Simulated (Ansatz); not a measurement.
Geometry optimisation, Ansatz, RKS PBE/def2-SVP.

Input:

```yaml
crystal:
  periodic: [false, false, false]
  atoms:
    - { symbol: Ta, position_ang: [-0.446319, 0.480392, 0.304752] }
    - { symbol: O, position_ang: [2.633258, -0.416438, 0.304755] }
    - { symbol: H, position_ang: [2.629788, -0.921101, 1.140534] }
    - { symbol: Cl, position_ang: [-0.203536, -0.164766, 2.551667] }
    - { symbol: Cl, position_ang: [0.110153, 1.218606, -1.831922] }
    - { symbol: Cl, position_ang: [-2.58649, 1.281389, 0.405122] }
    - { symbol: Cl, position_ang: [-0.627887, -1.736633, -0.392586] }
    - { symbol: "N", position_ang: [0.854877, 2.026805, 0.902486] }
    - { symbol: H, position_ang: [1.097672, 2.215111, 1.880388] }
    - { symbol: H, position_ang: [1.251164, 2.714321, 0.253772] }
    - { symbol: H, position_ang: [2.513919, 0.521914, 0.608633] }
basis:
  gaussian: { orbitals: def2-SVP }
hamiltonian:
  xc: pbe
relax:
  f_tol: 0.03
  max_steps: 50
```

Launched with:

```bash
$ ansatz run input.yaml --threads 4 --pin off --max-ram 5120MiB --backend cpu --events-out ev --progress --plain --runs-dir out
```

**Question.** Where does it end, and by what steps?

**Answer.** It converged. After 19 steps the energy has fallen by 0.580 eV; H3 moved furthest, 1.24 Å. Joined: Ta1–O2 (3.21 → 2.36 Å).

```csv
step,energy less start (eV),largest force component (eV/Å),accepted
0,0.0000,1.225,yes
1,-0.1588,1.067,yes
2,-0.2806,1.024,yes
3,-0.4004,1.049,yes
4,-0.4015,1.117,yes
5,-0.4538,1.166,yes
6,-0.4921,0.505,yes
7,-0.4705,0.796,no
8,-0.5225,0.221,yes
9,-0.5343,0.104,yes
10,-0.5389,0.660,yes
11,-0.5633,0.129,yes
12,-0.5653,0.116,yes
13,-0.5609,0.773,no
14,-0.5718,0.068,yes
15,-0.5736,0.319,yes
16,-0.5711,0.391,no
17,-0.5790,0.062,yes
18,-0.5798,0.062,yes
19,-0.5801,0.010,yes
```

```xyz
11
Properties=species:S:1:pos:R:3
Ta -0.073 0.546 0.386
O 2.158 -0.220 0.364
H 2.044 -1.156 0.076
Cl 0.191 0.041 2.698
Cl 0.396 1.166 -1.824
Cl -2.339 0.972 0.426
Cl -0.249 -1.795 -0.208
N 0.699 2.319 0.877
H 0.882 2.634 1.837
H 1.068 2.994 0.197
H 2.449 -0.281 1.298
```

Whether the end is a true minimum wasn't checked by a vibrational analysis.

The run took 31 s on 4 threads of Intel(R) Xeon(R) 6975P-C (Granite Rapids), with other jobs on the host, peak memory 0.26 GiB.
